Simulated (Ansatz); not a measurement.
Abridged output of a molecular run in Ansatz:

```
Functional definition: HF
1673 factors; integrals over basis functions are off by at most 1.1e-3 eV
mean field evaluation 1: about -17300.9497 eV, gradient 3.1e1 eV
mean field evaluation 2: about -17301.1510 eV, gradient 3.1e1 eV
mean field evaluation 4: about -17304.5272 eV, gradient 3.9e0 eV
mean field evaluation 8: about -17304.5946 eV, gradient 1.6e-1 eV
mean field evaluation 32: about -17294.3719 eV, gradient 4.5e-1 eV
mean field -17304.59479495 eV, -635.9321292389 hartree, gradient 6.1e-6 eV, S^2 0.000000; 0 other end points of the search recorded, 0 dependent functions left out; unrestricted orbitals would lower it
13 core orbitals not correlated: weight in the atoms' cores, before any rotation towards them, 1.000 or more for the frozen orbitals, at most 0.000 for the correlated occupied ones
reference -17304.59479495 eV, -635.9321292389 hartree; 13, 13 occupied and 263, 263 virtual orbitals, 1673 factors
second order -16.90280080 eV of doubles, -0.00000000 eV of singles
cycle   1  -18.05208120 eV  change    -1.1e0 eV  update   1.0e-1
cycle   2  -18.66108225 eV  change   -6.1e-1 eV  update   3.4e-2
cycle   3  -18.74301483 eV  change   -8.2e-2 eV  update   1.3e-2
cycle   4  -18.73735073 eV  change    5.7e-3 eV  update   3.9e-3
cycle   5  -18.73721971 eV  change    1.3e-4 eV  update   1.3e-3
cycle   6  -18.73693078 eV  change    2.9e-4 eV  update   4.5e-4
cycle   7  -18.73688001 eV  change    5.1e-5 eV  update   1.4e-4
cycle   8  -18.73693590 eV  change   -5.6e-5 eV  update   5.5e-5
cycle   9  -18.73694186 eV  change   -6.0e-6 eV  update   1.9e-5
perturbative correction -0.77657366 eV, -0.0285385558 hartree
Total energy: -17324.10831047 eV, -636.6492377075 hartree
```

Its atoms:

Z-matrix (Å, degrees):
```
Si
Al 1 2.458
H 1 1.492 2 111.0
H 1 1.490 2 112.8 3 -120.7
H 1 1.492 2 111.0 3 118.6
C 2 1.960 1 116.7 3 -59.5
H 2 1.589 1 123.2 3 120.5
C 6 1.352 2 121.9 1 0.1
H 6 1.093 2 122.5 1 -179.8
B 8 1.543 6 122.2 2 -179.8
H 8 1.093 6 117.9 2 0.0
H 10 1.197 8 121.9 6 179.7
H 10 1.198 8 118.6 6 -0.3
```

Which basis set was used?
A. def2-QZVPP
B. cc-pV(D+d)Z
C. def2-TZVPP
D. def2-SVPD

C. It gives 289 functions.

Write the keys of the input that set method, charge and spin (a neutral closed shell needs none for the last two).


```yaml
correlation: {method: ccsd_t}
```
